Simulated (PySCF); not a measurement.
Computed IR spectrum (relative IR intensity) of a molecule C3H9NSi. Coordinates come from a PBE-D3(BJ)/def2-SVP optimisation. The values are those of a single conformer. Method: PBE-D3(BJ)/def2-SVP run with PySCF. Frequencies are harmonic and unscaled.

Lines under 2 % of the strongest are left out, and lines within 2 cm⁻¹ are merged.

```json
[
 {"ν (cm⁻¹)": "185", "relative intensity": "8.9"},
 {"ν (cm⁻¹)": "305", "relative intensity": "6.3"},
 {"ν (cm⁻¹)": "416", "relative intensity": "100"},
 {"ν (cm⁻¹)": "509", "relative intensity": "15"},
 {"ν (cm⁻¹)": "622", "relative intensity": "16"},
 {"ν (cm⁻¹)": "719", "relative intensity": "3.2"},
 {"ν (cm⁻¹)": "774", "relative intensity": "5.3"},
 {"ν (cm⁻¹)": "798", "relative intensity": "4.4"},
 {"ν (cm⁻¹)": "817", "relative intensity": "7.8"},
 {"ν (cm⁻¹)": "863", "relative intensity": "52"},
 {"ν (cm⁻¹)": "876", "relative intensity": "44"},
 {"ν (cm⁻¹)": "889", "relative intensity": "21"},
 {"ν (cm⁻¹)": "898", "relative intensity": "67"},
 {"ν (cm⁻¹)": "922", "relative intensity": "23"},
 {"ν (cm⁻¹)": "992", "relative intensity": "4.4"},
 {"ν (cm⁻¹)": "1017", "relative intensity": "6.7"},
 {"ν (cm⁻¹)": "1265", "relative intensity": "10"},
 {"ν (cm⁻¹)": "1498", "relative intensity": "15"},
 {"ν (cm⁻¹)": "2136", "relative intensity": "51"},
 {"ν (cm⁻¹)": "2158", "relative intensity": "70"},
 {"ν (cm⁻¹)": "3046", "relative intensity": "7.9"},
 {"ν (cm⁻¹)": "3051", "relative intensity": "7.4"},
 {"ν (cm⁻¹)": "3146", "relative intensity": "5.3"},
 {"ν (cm⁻¹)": "3481", "relative intensity": "8.2"},
 {"ν (cm⁻¹)": "3574", "relative intensity": "8.9"}
]
```

Which structure fits?
(A) C/N=C/C[SiH3]
(B) N[SiH2]C1CC1
(C) C=C[SiH2]CN
(D) N[SiH]1CCC1

B, N[SiH2]C1CC1
